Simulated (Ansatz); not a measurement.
Abridged output of a molecular run in Ansatz:

```
Functional definition: HF
1693 factors; integrals over basis functions are off by at most 1.1e-3 eV
mean field evaluation 1: about -13801.0832 eV, gradient 3.7e1 eV
mean field evaluation 2: about -13801.3052 eV, gradient 3.8e1 eV
mean field evaluation 4: about -13804.9545 eV, gradient 4.1e0 eV
mean field evaluation 8: about -13805.0098 eV, gradient 2.5e-1 eV
mean field -13805.01001006 eV, -507.3247604977 hartree, gradient 7.2e-6 eV, S^2 0.000000; 0 other end points of the search recorded, 0 dependent functions left out
9 core orbitals not correlated: weight in the atoms' cores, before any rotation towards them, 1.000 or more for the frozen orbitals, at most 0.000 for the correlated occupied ones
reference -13805.01001006 eV, -507.3247604977 hartree; 16, 16 occupied and 267, 267 virtual orbitals, 1693 factors
second order -24.58847082 eV of doubles, -0.00000000 eV of singles
cycle   1  -25.39512299 eV  change   -8.1e-1 eV  update   9.9e-2
cycle   2  -25.97714539 eV  change   -5.8e-1 eV  update   2.9e-2
cycle   3  -26.09138240 eV  change   -1.1e-1 eV  update   1.4e-2
cycle   4  -26.08506316 eV  change    6.3e-3 eV  update   3.0e-3
cycle   5  -26.08386759 eV  change    1.2e-3 eV  update   1.2e-3
cycle   6  -26.08418610 eV  change   -3.2e-4 eV  update   3.5e-4
cycle   7  -26.08405858 eV  change    1.3e-4 eV  update   1.2e-4
cycle   8  -26.08400863 eV  change    5.0e-5 eV  update   3.6e-5
cycle   9  -26.08401499 eV  change   -6.4e-6 eV  update   1.4e-5
perturbative correction -0.91445230 eV, -0.0336055022 hartree
Total energy: -13832.00847734 eV, -508.3169358703 hartree
```

Its atoms:

Z-matrix (Å, degrees):
```
C
Si 1 1.867
H 1 1.091 2 110.4
H 1 1.092 2 110.8 3 -120.5
H 1 1.093 2 110.7 3 119.7
C 2 1.888 1 113.2 3 -60.9
H 2 1.491 1 109.8 3 179.0
H 2 1.492 1 110.4 3 60.4
C 6 1.509 2 114.8 1 73.0
H 6 1.095 2 109.4 1 -51.2
H 6 1.096 2 107.7 1 -166.5
F 9 1.391 6 110.4 2 -56.0
H 9 1.095 6 111.3 2 62.9
H 9 1.094 6 112.1 2 -175.0
```

Which basis set was used?
A. def2-TZVPP
B. cc-pV(Q+d)Z
C. def2-SVP
D. def2-TZVPPD

A. It gives 292 functions.

Write the keys of the input that set method, charge and spin (a neutral closed shell needs none for the last two).


```yaml
correlation: {method: ccsd_t}
```
